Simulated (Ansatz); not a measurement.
## Nudged elastic band run: CH7FOSi

Input:

```yaml
crystal:
  periodic: [false, false, false]
  atoms:
    - { symbol: Si, position_ang: [-0.555662, 0.505822, -0.949384] }
    - { symbol: C, position_ang: [0.059655, -1.239352, -0.614181] }
    - { symbol: H, position_ang: [-0.369461, 0.851294, -2.373998] }
    - { symbol: H, position_ang: [-2.002351, 0.573512, -0.619438] }
    - { symbol: O, position_ang: [0.292453, 1.625097, -0.07821] }
    - { symbol: H, position_ang: [1.320627, 0.29095, 2.728317] }
    - { symbol: F, position_ang: [0.473111, 0.598232, 2.672074] }
    - { symbol: H, position_ang: [-0.041562, -1.488103, 0.445598] }
    - { symbol: H, position_ang: [1.11197, -1.344045, -0.889972] }
    - { symbol: H, position_ang: [-0.514198, -1.973412, -1.185847] }
    - { symbol: H, position_ang: [0.225418, 1.599804, 0.86504] }
basis:
  gaussian: { orbitals: def2-SVP }
hamiltonian:
  xc: hf
neb:
  order_check: false
  images: 5
  f_tol: 0.05
  max_iterations: 60
  final_atoms:
    - { symbol: Si, position_ang: [-1.1335699, 1.61373241, -0.25746718] }
    - { symbol: C, position_ang: [0.89701324, -2.04203807, 0.22229525] }
    - { symbol: H, position_ang: [-1.72101375, 0.80186102, -1.32519257] }
    - { symbol: H, position_ang: [-1.78801612, 2.92373594, -0.10728562] }
    - { symbol: O, position_ang: [0.46315822, 1.76429098, -0.56660038] }
    - { symbol: H, position_ang: [0.09759094, -1.72350164, 0.89086836] }
    - { symbol: F, position_ang: [-1.34335976, 0.85047259, 1.14421828] }
    - { symbol: H, position_ang: [1.70267977, -2.49070951, 0.80462081] }
    - { symbol: H, position_ang: [1.27643339, -1.17638262, -0.31999838] }
    - { symbol: H, position_ang: [0.51110329, -2.77636264, -0.48581863] }
    - { symbol: H, position_ang: [1.03798069, 2.25470053, 0.00035905] }
  initial_path:
    images:
      - { positions_ang: [[-0.555662, 0.505822, -0.949384], [0.059655, -1.239352, -0.614181], [-0.369461, 0.851294, -2.373998], [-2.002351, 0.573512, -0.619438], [0.292453, 1.625097, -0.07821], [1.320627, 0.29095, 2.728317], [0.473111, 0.598232, 2.672074], [-0.041562, -1.488103, 0.445598], [1.11197, -1.344045, -0.889972], [-0.514198, -1.973412, -1.185847], [0.225418, 1.599804, 0.86504]] }
      - { positions_ang: [[-0.5391249, 0.57084076, -0.74429776], [0.15267313, -1.25824102, -0.45977679], [-0.40199852, 0.78341879, -2.18282301], [-1.96791509, 0.64581459, -0.39071384], [0.37454635, 1.72542593, -0.1219525], [0.91000838, 0.02360236, 2.142942], [0.22582233, 0.54170493, 2.32719509], [0.1772783, -1.65580606, 0.5134165], [1.15030168, -1.28489984, -0.84445378], [-0.4814979, -1.91905327, -1.03363815], [0.39990624, 1.82699183, 0.79410124]] }
      - { positions_ang: [[-0.52258781, 0.63585952, -0.53921152], [0.24569126, -1.27713003, -0.30537258], [-0.43453603, 0.71554359, -1.99164803], [-1.93347918, 0.71811718, -0.16198969], [0.4566397, 1.82575485, -0.16569499], [0.49938975, -0.24374528, 1.557567], [-0.02146634, 0.48517786, 1.98231619], [0.39611859, -1.82350912, 0.58123501], [1.18863336, -1.22575467, -0.79893556], [-0.44879779, -1.86469455, -0.88142929], [0.57439448, 2.05417966, 0.72316247]] }
      - { positions_ang: [[-0.50605071, 0.70087828, -0.33412529], [0.33870938, -1.29601905, -0.15096837], [-0.46707355, 0.64766838, -1.80047304], [-1.89904326, 0.79041977, 0.06673447], [0.53873305, 1.92608378, -0.20943749], [0.08877113, -0.51109291, 0.972192], [-0.26875501, 0.42865078, 1.63743728], [0.61495889, -1.99121219, 0.64905351], [1.22696505, -1.16660951, -0.75341734], [-0.41609769, -1.81033582, -0.72922044], [0.74888272, 2.28136748, 0.65222371]] }
      - { positions_ang: [[-0.71522378, 1.00516299, -0.30857258], [0.52481067, -1.54469206, -0.02654716], [-0.88505361, 0.69906593, -1.64204622], [-1.86203422, 1.50152516, 0.00872777], [0.51354144, 1.87215285, -0.32849179], [0.09171107, -0.91522916, 0.94508412], [-0.62695659, 0.56925805, 1.47303095], [0.97753251, -2.1577113, 0.70090928], [1.24345449, -1.16986721, -0.60894435], [-0.10703069, -2.13234476, -0.6480865], [0.84524871, 2.2724785, 0.43493549]] }
      - { positions_ang: [[-0.92439684, 1.3094477, -0.28301988], [0.71091196, -1.79336506, 0.09787404], [-1.30303368, 0.75046347, -1.48361939], [-1.82502517, 2.21263055, -0.04927892], [0.48834983, 1.81822192, -0.44754608], [0.094651, -1.3193654, 0.91797624], [-0.98515817, 0.70986532, 1.30862462], [1.34010614, -2.3242104, 0.75276504], [1.25994394, -1.17312491, -0.46447137], [0.2020363, -2.4543537, -0.56695256], [0.9416147, 2.26358951, 0.21764727]] }
      - { positions_ang: [[-1.1335699, 1.61373241, -0.25746718], [0.89701324, -2.04203807, 0.22229525], [-1.72101375, 0.80186102, -1.32519257], [-1.78801612, 2.92373594, -0.10728562], [0.46315822, 1.76429098, -0.56660038], [0.09759094, -1.72350164, 0.89086836], [-1.34335976, 0.85047259, 1.14421828], [1.70267977, -2.49070951, 0.80462081], [1.27643339, -1.17638262, -0.31999838], [0.51110329, -2.77636264, -0.48581863], [1.03798069, 2.25470053, 0.00035905]] }
```

Command:

```bash
$ ansatz run input.yaml --threads 2 --pin off --max-ram 3072MiB --backend cpu --events-out ev --progress --plain --runs-dir out
```

Output, in part (warnings, iteration lines, the closing report on the highest movable image, with atoms numbered from 0):

```
NEB end point (image 0): max|allowed force component| = 1.152e-2 eV/Å (the criterion of neb.relax_end_points is 1.000e-2)
NEB end point (image 6): max|allowed force component| = 1.830e-2 eV/Å (the criterion of neb.relax_end_points is 1.000e-2)
NEB iter   1: max|band force component| = 5.228e0 eV/Å  barrier→ = 2.6032 eV  barrier← = 4.1784 eV  Δτ_max = 0.2000 Å  (225 SCF iters)
NEB iter   2: max|band force component| = 3.222e0 eV/Å  barrier→ = 2.3395 eV  barrier← = 3.9148 eV  Δτ_max = 0.2000 Å  (152 SCF iters)
NEB iter   3: max|band force component| = 2.086e0 eV/Å  barrier→ = 2.2820 eV  barrier← = 3.8573 eV  Δτ_max = 0.2000 Å  (154 SCF iters)
NEB iter   4: max|band force component| = 1.834e0 eV/Å  barrier→ = 1.7673 eV  barrier← = 3.3426 eV  Δτ_max = 0.2000 Å  (155 SCF iters)
NEB iter   5: max|band force component| = 3.344e0 eV/Å  barrier→ = 1.4299 eV  barrier← = 3.0052 eV  Δτ_max = 0.0957 Å  (162 SCF iters)
NEB iter   6: max|band force component| = 6.466e-1 eV/Å  barrier→ = 1.0681 eV  barrier← = 2.6434 eV  Δτ_max = 0.0922 Å  (159 SCF iters)
NEB iter   7: max|band force component| = 6.723e-1 eV/Å  barrier→ = 0.8143 eV  barrier← = 2.3896 eV  Δτ_max = 0.0462 Å  (159 SCF iters)
NEB iter   8: max|band force component| = 1.628e0 eV/Å  barrier→ = 0.7099 eV  barrier← = 2.2852 eV  CI = image 3  Δτ_max = 0.0927 Å  (161 SCF iters)
NEB iter   9: max|band force component| = 1.337e0 eV/Å  barrier→ = 0.9709 eV  barrier← = 2.5462 eV  CI = image 3  Δτ_max = 0.1858 Å  (160 SCF iters)
NEB iter  10: max|band force component| = 2.857e0 eV/Å  barrier→ = 1.7034 eV  barrier← = 3.2787 eV  CI = image 3  Δτ_max = 0.1830 Å  (157 SCF iters)
NEB iter  11: max|band force component| = 2.976e0 eV/Å  barrier→ = 2.1641 eV  barrier← = 3.7394 eV  CI = image 3  Δτ_max = 0.2000 Å  (160 SCF iters)
NEB iter  12: max|band force component| = 2.005e0 eV/Å  barrier→ = 2.1762 eV  barrier← = 3.7515 eV  CI = image 3  Δτ_max = 0.2000 Å  (158 SCF iters)
NEB iter  13: max|band force component| = 1.082e0 eV/Å  barrier→ = 2.5474 eV  barrier← = 4.1227 eV  CI = image 3  Δτ_max = 0.1969 Å  (158 SCF iters)
NEB iter  14: max|band force component| = 7.324e-1 eV/Å  barrier→ = 2.4038 eV  barrier← = 3.9791 eV  CI = image 3  Δτ_max = 0.2000 Å  (149 SCF iters)
NEB iter  15: max|band force component| = 5.487e-1 eV/Å  barrier→ = 2.3242 eV  barrier← = 3.8995 eV  CI = image 3  Δτ_max = 0.1671 Å  (159 SCF iters)
NEB iter  16: max|band force component| = 3.128e-1 eV/Å  barrier→ = 2.2890 eV  barrier← = 3.8643 eV  CI = image 3  Δτ_max = 0.0657 Å  (159 SCF iters)
NEB iter  17: max|band force component| = 2.979e-1 eV/Å  barrier→ = 2.2713 eV  barrier← = 3.8466 eV  CI = image 3  Δτ_max = 0.0429 Å  (161 SCF iters)
NEB iter  18: max|band force component| = 2.297e-1 eV/Å  barrier→ = 2.2686 eV  barrier← = 3.8438 eV  CI = image 3  Δτ_max = 0.0341 Å  (165 SCF iters)
NEB iter  19: max|band force component| = 1.553e-1 eV/Å  barrier→ = 2.2655 eV  barrier← = 3.8408 eV  CI = image 3  Δτ_max = 0.0501 Å  (162 SCF iters)
NEB iter  20: max|band force component| = 4.628e-2 eV/Å  barrier→ = 2.2638 eV  barrier← = 3.8390 eV  CI = image 3  Δτ_max = 0.0000 Å  (331 SCF iters)
Total energy: -13738.50987042 eV, -504.8809254417 hartree
Atom 0 at    -0.477157     0.705455    -0.332304 Å, force    -0.006893    -0.042850     0.043259 eV/Å
Atom 1 at     0.318720    -1.271719    -0.148482 Å, force     0.017849    -0.037286     0.018860 eV/Å
Atom 2 at    -0.436169     0.507293    -1.795655 Å, force    -0.014687     0.017382     0.000623 eV/Å
Atom 3 at    -1.897361     0.764517     0.025739 Å, force    -0.008345     0.000772    -0.022162 eV/Å
Atom 4 at     0.523213     1.989447    -0.171592 Å, force     0.032066     0.033213    -0.011030 eV/Å
Atom 5 at     0.123706    -0.499174     0.889135 Å, force    -0.015020     0.036534    -0.009754 eV/Å
Atom 6 at    -0.161494     0.404118     1.637012 Å, force     0.008899    -0.020498    -0.014890 eV/Å
Atom 7 at     0.591840    -1.959921     0.661040 Å, force    -0.001862     0.007123    -0.000721 eV/Å
Atom 8 at     1.196091    -1.154730    -0.781038 Å, force    -0.004523     0.003439    -0.003602 eV/Å
Atom 9 at    -0.490861    -1.751170    -0.697321 Å, force     0.000499     0.009316    -0.000291 eV/Å
Atom 10 at     0.709472     2.265681     0.713465 Å, force    -0.007984    -0.007145    -0.000291 eV/Å
Dipole moment:     0.065766    -0.402549    -0.050298 e Å
```

The forces met the threshold. Neighbouring images differ by up to 3.2 eV, so the band resolves the path poorly. A vibrational analysis at the climbing image gives one clearly imaginary mode, 1491i cm⁻¹: a first-order saddle point. The orbitals stay closed-shell, which can raise the energy where a bond breaks towards radicals; this wasn't checked here.

Final band (atoms are numbered from 1 in the order of the input):

```tsv
image	path coordinate (Å)	energy (kcal/mol)	Si1–C2 (Å)	H6–F7 (Å)	Si1–F7 (Å)
0	0.00	0.0	1.88	0.90	3.77
1	1.29	0.5	1.88	0.90	3.41
2	2.59	5.8	1.91	0.91	2.90
3	3.88	52.2	2.14	1.21	2.02
4	5.60	-22.6	3.16	1.90	1.63
5	7.32	-35.8	3.94	2.64	1.61
6	9.04	-36.3	4.21	2.96	1.61
```

Time of the run: 97 s on 2 threads of Arm Neoverse V1, with other jobs on the host, peak memory 0.17 GiB.
